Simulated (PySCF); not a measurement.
Computed shifts of a molecule CH2FNOSi, PBE/pcSseg-1 run with PySCF, GIAO, gas phase, equivalent atoms averaged, in ppm (number of nuclei): ¹⁵N: 191.5 (1). ¹³C: 111.6 (1). ²⁹Si: -8.2 (1). ¹⁹F: -182.1 (1). ¹H: 5.64 (1), 5.22 (1). References: ¹⁵N against NH3 (σ = 267.0 ppm); ¹³C against TMS (σ = 182.0 ppm); ¹⁷O against H2O (σ = 334.3 ppm); ²⁹Si against TMS (σ = 335.4 ppm); ¹⁹F against CFCl3 (σ = 133.6 ppm); ¹H against TMS (σ = 31.49 ppm), references at their B3LYP-D3(BJ)/def2-TZVP geometries, non-relativistic. The structure is a stationary point at ωB97X-D3(BJ)/def2-SVP. The values are those of a single conformer.

Pick the molecule that these values belong to.
A) O=C=N[SiH2]F
B) N#CO[SiH2]F
C) F[Si@H]1N=CO1

B, N#CO[SiH2]F
